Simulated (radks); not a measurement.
Values are calculated unless marked as measured or tabulated.
All-electron atom: Cl in [He] 2s2 2p4 3s2 3p5 4f2 (not the ground configuration). Code: a radial shooting solver on a logarithmic mesh with Libxc functionals. Model: scalar-relativistic Kohn-Sham, SCAN, spin-polarised, spherical densities, finite nucleus; open shells are filled with parallel spins first; meta-GGA in the generalised Kohn-Sham scheme; Fermi nuclear charge, rms radius 3.3654 fm.

Unscreened Slater integrals over Kohn-Sham orbitals (cm^-1). They are taken over the spin-up orbitals.

integral      value
F0(4f,4f)     18063
F2(4f,4f)    9846.4
F4(4f,4f)    6501.9
F6(4f,4f)    4783.1
F0(4f,3p)     22846
F2(4f,3p)    904.36
G2(4f,3p)    45.839
G4(4f,3p)    29.273
F0(4f,3s)     22847
G3(4f,3s)    23.441
F0(4f,2p)     22849
F2(4f,2p)    72.478
G2(4f,2p)   0.14149
G4(4f,2p)  0.090089
F0(3p,3p)    142290
F2(3p,3p)     72137
F0(3p,3s)    146650
G1(3p,3s)     98098
F0(3p,2p)    192430
F2(3p,2p)     36809
G0(3p,2p)     14288
G2(3p,2p)     14788
F0(3s,3s)    151480
F0(3s,2p)    200620
G1(3s,2p)     15854
F0(2p,2p)    528140
F2(2p,2p)    248210

Derived for the open shells (J is the average intra-shell exchange parameter used in DFT+U). 2p: J = F2/5 = 49640 cm^-1; in LS coupling 1D lies 6 F2/25 = 59570 cm^-1 above 3P. 3p: J = F2/5 = 14430 cm^-1. 4f: F4/F2 = 0.660, F6/F2 = 0.486, J = (286 F2 + 195 F4 + 250 F6)/6435 = 820.5 cm^-1.
